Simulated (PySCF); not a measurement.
CaF$_{2}$, charge -1, doublet, geometry from GFN2-xTB (such geometries of metal compounds can be far from the true shape) (a state made from the parent by changing its charge; the spin is typed, not shown lowest) (in this run its highest filled SCF level lies above zero, so its values depend strongly on the basis, on diffuse functions most of all); DF-WB97X/def2-SVPD (PySCF).

PySCF was given this input:
```python
from pyscf import gto, scf, dft

mol = gto.Mole()
mol.atom = '''
    Ca    0.00000000    0.00000000    0.00000000
    F     0.00000000    0.00000000    1.88609121
    F    -0.00000000   -0.00000000   -1.88609121
'''
mol.basis = 'def2-svpd'
mol.charge = -1
mol.spin = 1
mol.verbose = 4
mol.build()

mf = dft.UKS(mol)
mf.xc = 'wb97x'
mf = mf.density_fit(auxbasis='def2-universal-jkfit')
mf.kernel()
```

Output, abridged:

```
PySCF version 2.14.0

[INPUT] verbose = 4
[INPUT] num. atoms = 3
[INPUT] num. electrons = 39
[INPUT] charge = -1
[INPUT] spin (= nelec alpha-beta = 2S) = 1
[INPUT] symmetry False subgroup None
[INPUT] Mole.unit = angstrom
[INPUT] Symbol           X                Y                Z      unit          X                Y                Z       unit  Magmom
[INPUT]  1 Ca     0.000000000000   0.000000000000   0.000000000000 AA    0.000000000000   0.000000000000   0.000000000000 Bohr   0.0
[INPUT]  2 F      0.000000000000   0.000000000000   1.886091210000 AA    0.000000000000   0.000000000000   3.564195832850 Bohr   0.0
[INPUT]  3 F      0.000000000000   0.000000000000  -1.886091210000 AA    0.000000000000   0.000000000000  -3.564195832850 Bohr   0.0

nuclear repulsion = 112.367563058342
number of shells = 29
number of NR pGTOs = 130
number of NR cGTOs = 73
basis = def2-svpd
ecp = {}

******** <class 'pyscf.df.df_jk.DFUKS'> ********
method = DFUKS
initial guess = minao
damping factor = 0
level_shift factor = 0
DIIS = <class 'pyscf.scf.diis.CDIIS'>
diis_start_cycle = 1
diis_space = 8
diis_damp = 0
SCF conv_tol = 1e-09
SCF conv_tol_grad = None
SCF max_cycles = 50
direct_scf = False
number electrons alpha = 20  beta = 19
XC library pyscf.dft.libxc version 7.1.2
    S. Lehtola, C. Steigemann, M. J. T. Oliveira, and M. A. L. Marques,  SoftwareX 7, 1–5 (2018)
XC functionals = wb97x
    J.-D. Chai and M. Head-Gordon,  J. Chem. Phys. 128, 084106 (2008)
radial grids:
    Treutler-Ahlrichs [JCP 102, 346 (1995); DOI:10.1063/1.469408] (M4) radial grids

becke partition: Becke, JCP 88, 2547 (1988); DOI:10.1063/1.454033
pruning grids: <function nwchem_prune>
grids dens level: 3
symmetrized grids: False
atomic radii adjust function: <function treutler_atomic_radii_adjust>
small_rho_cutoff = 0
Set gradient conv threshold to 3.16228e-05
tot grids = 48952
******** <class 'pyscf.df.df.DF'> ********
auxbasis = def2-universal-jkfit
Create RSH-DF object <pyscf.df.df.DF object> for omega=0.3
******** <class 'pyscf.df.df.DF'> ********
auxbasis = auxmol.basis = def2-universal-jkfit
init E= -876.813539669799

cycle= 1 E= -876.947758859188  delta_E= -0.134  |g|= 0.713  |ddm|=  1.4
cycle= 2 E= -876.846661495937  delta_E= 0.101  |g|=    1  |ddm|= 1.65
cycle= 3 E= -877.153262608095  delta_E= -0.307  |g|= 0.0318  |ddm|= 0.628
cycle= 4 E= -877.155612857847  delta_E= -0.00235  |g|= 0.0149  |ddm|= 1.14
cycle= 5 E= -877.156591927323  delta_E= -0.000979  |g|= 0.0066  |ddm|= 1.27
cycle= 6 E= -877.156852189516  delta_E= -0.00026  |g|= 0.00358  |ddm|= 0.737
cycle= 7 E= -877.156942838684  delta_E= -9.06e-05  |g|= 0.00065  |ddm|= 0.644
cycle= 8 E= -877.156945649298  delta_E= -2.81e-06  |g|= 0.000211  |ddm|= 0.078
cycle= 9 E= -877.156945840881  delta_E= -1.92e-07  |g|= 3.57e-05  |ddm|= 0.0167
cycle= 10 E= -877.156945843364  delta_E= -2.48e-09  |g|= 9.89e-06  |ddm|= 0.00265
cycle= 11 E= -877.156945843575  delta_E= -2.11e-10  |g|= 3.14e-06  |ddm|= 0.000232
Extra cycle  E= -877.156945843594  delta_E= -1.88e-11  |g|= 1.71e-06  |ddm|= 6.8e-05
converged SCF energy = -877.156945843594  <S^2> = 0.75037097  2S+1 = 2.0003709
```
